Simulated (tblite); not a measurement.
C7H8O2P2.
Cartesian coordinates in Å at the GFN2-xTB level; atoms count from 1:
```
atom  x, y, z in Å
C1     3.4298    1.1380   -0.7199
O2     2.0735    0.8069   -0.4838
C3     1.8249   -0.3938    0.0755
O4     2.6847   -1.1780    0.3911
C5     0.3740   -0.5728    0.2372
C6    -0.0742   -1.7525    0.8172
C7    -1.3847   -2.0981    1.0446
P8    -2.8126   -1.1761    0.6840
C9    -2.1965    0.2902   -0.0302
C10   -3.2487    1.3021   -0.4155
P11   -0.5555    0.7799   -0.3600
H12    3.7870    0.6388   -1.6236
H13    4.0452    0.8233    0.1256
H14    3.4700    2.2172   -0.8460
H15    0.7050   -2.4498    1.1058
H16   -1.5773   -3.0613    1.5029
H17   -2.8694    1.9897   -1.1707
H18   -4.1447    0.8140   -0.7971
H19   -3.5403    1.8915    0.4556
```

Computed values, GFN2-xTB/tblite, gas phase, harmonic and unscaled. The method is semi-empirical: single wavenumbers can be off by several per cent or more. One conformer, not necessarily the lowest. The optimisation stopped once no atom felt more than 0.01 eV/Å.

Lowest wavenumbers of the output (negative numbers stand for imaginary wavenumbers):
```
mode    cm-1
  1     -29.7
  2      43.4
  3      49.5
  4      75.0
  5     115.7
  6     118.7
  7     152.0
  8     251.4
```

Problem. Is this structure a minimum?

Solution. Not by this Hessian. 1 mode is imaginary beyond 20i (30i cm⁻¹), so at this level the point lies at or near a first-order saddle. The curvature is small, so loose convergence or finite differences may be the whole cause.

Problem. Which atoms move in the imaginary mode?

Solution. 30i: H12 (methyl hydrogen) 37 %, H13 (methyl hydrogen) 30 %, H14 (methyl hydrogen) 30 %. These are shares of the mass-weighted motion.

Problem. What is the remedy?

Solution. Step along that mode in both directions, optimise again with tighter thresholds and repeat the frequencies. The zero-point energy of this point (83.8 kcal/mol) counts the 50 real modes alone, and thermal corrections from it aren't those of a minimum.
